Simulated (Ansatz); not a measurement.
The cluster W₂Cl₄⁻, relaxed as a doublet with UKS PBE-D4/def2-SVPD in Ansatz, starting from the GFN2-xTB geometry. Force threshold 0.02 eV/Å.

In the def2 sets W takes a core potential; there is no spin–orbit coupling. The relaxation made no stability test and no search for a lower SCF solution. No other spin state of charge -1 was run. The structure comes from a short search, and lower isomers may exist.

Start:

```xyz
6

W    -0.853   -0.653    0.596
W     0.854    0.649   -0.598
Cl   -2.487    0.719    1.067
Cl    0.385    0.524   -2.729
Cl   -0.109   -2.702    0.753
Cl    2.209    1.463    0.911
```

(1) Estimate the energy that the relaxation releases and the steps that it takes.

(2) Does the start keep its bonding and symmetry?

(3) Predict the relaxed structure.

## Answers

(1) 173.5 kJ/mol, in 14 steps; 47 s on 4 threads of Intel Xeon 6975P-C on a shared host. No frequencies were taken in this run, so the end may be a saddle point.

(2) By distances, no bond broke or formed. The bond that changes most is W1–W2, from 2.46 to 2.19 Å (atoms count from 1). Point group D2d at the start, D2 at the end, both within 0.05 Å.

(3) 
```xyz
6

W    -0.7624   -0.5816    0.5338
W     0.7624    0.5817   -0.5338
Cl   -1.7255    0.8437    2.1512
Cl    1.1905   -0.5293   -2.5728
Cl   -0.7719   -2.7491   -0.4026
Cl    1.3070    2.4348    0.8243
```
Bond lengths (bridged metal pairs left out): 4 × Cl–W 2.36 Å; 1 × W–W 2.19 Å.
